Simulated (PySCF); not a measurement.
Two species compared at the same levels of theory.

First species: C₄H₉ClSSi.
SMILES: `Cl[SiH]1CCSCC1`

Second species: C₄H₉ClSSi.
SMILES: `C/C=C(\Cl)SC[SiH3]`

Levels: B3LYP/def2-SVPD for HOMO energy, LUMO energy, HOMO–LUMO gap and static isotropic polarisability; TDDFT B3LYP/def2-SVPD for lowest singlet excitation; TDA B3LYP/def2-SVPD for lowest triplet excitation (Tamm–Dancoff). Geometries: GFN2-xTB. All species are isolated and taken at one optimised geometry, non-relativistic unless stated. Electronic properties by PySCF.

The conformers computed, where there is a choice (atom-mapped SMILES and torsion angles):
- `[CH3:1]/[CH:2]=[C:3](\[Cl:4])[S:5][CH2:6][SiH3:7]`: C2–C3–S5–C6 140°, C3–S5–C6–Si7 -177°

The conformers of `Cl[SiH]1CCSCC1` aren't listed.

```json
{"property": "HOMO energy", "column X": "-6.24 eV", "column Y": "-6.21 eV"}
{"property": "LUMO energy", "column X": "0.14 eV", "column Y": "-0.56 eV"}
{"property": "HOMO–LUMO gap", "column X": "6.38 eV", "column Y": "5.65 eV"}
{"property": "lowest singlet excitation", "column X": "5.35 eV", "column Y": "4.77 eV"}
{"property": "lowest triplet excitation (Tamm–Dancoff)", "column X": "4.99 eV", "column Y": "3.76 eV"}
{"property": "static isotropic polarisability", "column X": "103.1 au", "column Y": "116.6 au"}
```

Question: Which column belongs to which species?

Answer: Column X is the first species and column Y the second. The first has 16 atoms and 80 electrons, the second 16 and 80.

Question: How does each property change from the first species to the second?

Answer: HOMO energy +0.03 eV; LUMO energy -0.70 eV; HOMO–LUMO gap -0.73 eV; lowest singlet excitation -0.58 eV; lowest triplet excitation (Tamm–Dancoff) -1.23 eV; static isotropic polarisability +13.5 au.

On the first: The vertical singlet–triplet gap S1 − T1 is 0.36 eV (TDDFT singlet less Tamm–Dancoff triplet; S1: HOMO→LUMO+1, weight 0.96; T1: HOMO→LUMO+1, weight 0.89). S1 lies 1.03 eV below the HOMO–LUMO gap; its leading configuration is HOMO→LUMO+1, weight 0.96.

On the second: The principal polarisabilities are 85.4, 105.6 and 159.0 au; their mean is the isotropic value. The 8 singlets span 4.77 to 6.45 eV, and their oscillator strengths add up to 0.32.
